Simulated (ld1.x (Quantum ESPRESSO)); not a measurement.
## How hard is this Mg (Z = 12) TM potential?

* Element: magnesium
* Generator: ld1.x (Quantum ESPRESSO) 7.5
* Type: norm-conserving Troullier–Martins (Kleinman–Bylander form)
* Functional: LDA (PZ)
* Relativity: scalar-relativistic
* Frozen core: [Ne]
* Valence charge: 2
* Reference configuration: 3s0.5 3p0 (charge +1.5)
* Partial waves: 3s (bound): rc 2.55 bohr; 3p (bound, empty): rc 3.80 bohr; 3d channel at 0.2 Ry: rc 3.85 bohr
* Local potential: all-electron potential smoothed inside 3.40 bohr (lloc = -2)
* Core correction: none

The pseudo-atom Hamiltonian at the reference potential is diagonalised in spherical Bessel functions j_l(qr) that vanish at 20 bohr, with q² up to the cutoff. All-electron valence levels (Ry): 3s -1.1117, 3p -0.7606.

Task: How do the lowest levels (Ry) of each channel move with the cutoff, and are there ghosts?

Result:

```json
{"cutoff (Ry)": "8", "s #1": "-41.9045", "s #2": "-1.1095", "s #3": "-0.3801", "p #1": "-0.7604", "p #2": "-0.2874", "d #1": "-0.3522", "f #1": "-0.1553", "f #2": "-0.0544", "Σ f·Δε (mRy)": "1.0"}
{"cutoff (Ry)": "10", "s #1": "-42.3837", "s #2": "-1.1099", "s #3": "-0.3804", "p #1": "-0.7604", "p #2": "-0.2874", "d #1": "-0.3522", "f #1": "-0.1553", "f #2": "-0.0544", "Σ f·Δε (mRy)": "0.8"}
{"cutoff (Ry)": "12", "s #1": "-42.5769", "s #2": "-1.1100", "s #3": "-0.3804", "p #1": "-0.7604", "p #2": "-0.2874", "d #1": "-0.3522", "f #1": "-0.1553", "f #2": "-0.0544", "Σ f·Δε (mRy)": "0.8"}
{"cutoff (Ry)": "400", "s #1": "-47.1948", "s #2": "-1.1115", "s #3": "-0.3813", "p #1": "-0.7604", "p #2": "-0.2874", "d #1": "-0.4994", "f #1": "-0.1553", "f #2": "-0.0544", "Σ f·Δε (mRy)": "0.0"}
```

Result: ghost state, extra bound levels that the all-electron valence spectrum of the same l lacks: s at -642.1 eV (a true bound ghost makes a file unfit for plane-wave use); 10 mRy is reached at 6 Ry and 1 mRy at 8 Ry.
